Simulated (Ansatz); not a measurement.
Input file for CH6FNSiTe, SMILES `C[Te][SiH](N)F`:

```yaml
crystal:
  periodic: [false, false, false]
  atoms:
    - {symbol: C, position_ang: [-0.776935, 1.830384, -0.447476]}
    - {symbol: Te, position_ang: [0.731098, 1.477223, 1.046794]}
    - {symbol: Si, position_ang: [0.515223, -0.981049, 0.968097]}
    - {symbol: N, position_ang: [0.536022, -1.481014, -0.658668]}
    - {symbol: F, position_ang: [-0.870765, -1.542631, 1.540278]}
    - {symbol: H, position_ang: [-0.765437, 1.000974, -1.150907]}
    - {symbol: H, position_ang: [-1.747230, 1.913214, 0.034385]}
    - {symbol: H, position_ang: [-0.520885, 2.759008, -0.952749]}
    - {symbol: H, position_ang: [1.557736, -1.527167, 1.873034]}
    - {symbol: H, position_ang: [0.187093, -2.386319, -0.930119]}
    - {symbol: H, position_ang: [1.219380, -1.119723, -1.302170]}
basis:
  gaussian: {orbitals: def2-TZVPP}
correlation: {method: ccsd_t}
```

```sh
$ ansatz run in.yaml --threads 2 --pin off --events-out ev --progress --plain --max-ram 32768MiB --backend cuda --devices 0, --max-vram 18GiB
```

The program prints (abridged):

```
Functional definition: HF
1759 factors; integrals over basis functions are off by at most 9.6e-4 eV
mean field evaluation 1: about -20442.3134 eV, gradient 4.5e1 eV
mean field evaluation 2: about -20442.5737 eV, gradient 4.5e1 eV
mean field evaluation 4: about -20446.7140 eV, gradient 3.8e0 eV
mean field evaluation 8: about -20446.7775 eV, gradient 3.0e-1 eV
mean field evaluation 16: about -20446.7779 eV, gradient 9.8e-7 eV
mean field -20446.77786225 eV, -751.4052271138 hartree, gradient 9.8e-7 eV, S^2 0.000000; 0 other end points of the search recorded, 0 dependent functions left out
12 core orbitals not correlated: weight in the atoms' cores, before any rotation towards them, 1.000 or more for the frozen orbitals, at most 0.000 for the correlated occupied ones
reference -20446.77786225 eV, -751.4052271138 hartree; 21, 21 occupied and 236, 236 virtual orbitals, 1759 factors
second order -33.45420265 eV of doubles, -0.00000000 eV of singles
cycle   1  -32.74813436 eV  change    7.1e-1 eV  update   1.2e-1
cycle   2  -33.49524648 eV  change   -7.5e-1 eV  update   3.3e-2
cycle   3  -33.62850612 eV  change   -1.3e-1 eV  update   1.6e-2
cycle   4  -33.60616190 eV  change    2.2e-2 eV  update   3.9e-3
cycle   5  -33.60440846 eV  change    1.8e-3 eV  update   1.9e-3
cycle   6  -33.60592563 eV  change   -1.5e-3 eV  update   6.3e-4
cycle   7  -33.60546864 eV  change    4.6e-4 eV  update   2.4e-4
cycle   8  -33.60529075 eV  change    1.8e-4 eV  update   8.2e-5
cycle   9  -33.60534063 eV  change   -5.0e-5 eV  update   3.4e-5
cycle  10  -33.60535667 eV  change   -1.6e-5 eV  update   1.2e-5
perturbative correction -1.07411637 eV, -0.0394730484 hartree
Total energy: -20481.45733529 eV, -752.6796742414 hartree
```

Run time 44 s (2 threads of an AMD EPYC 7R13 on a shared host and a share of an NVIDIA H100 80 GB); peak host memory 0.84 GiB.

The correlation energy is -34.679 eV, 3.1 % of it from (T); the T1 diagnostic reads 0.0108.
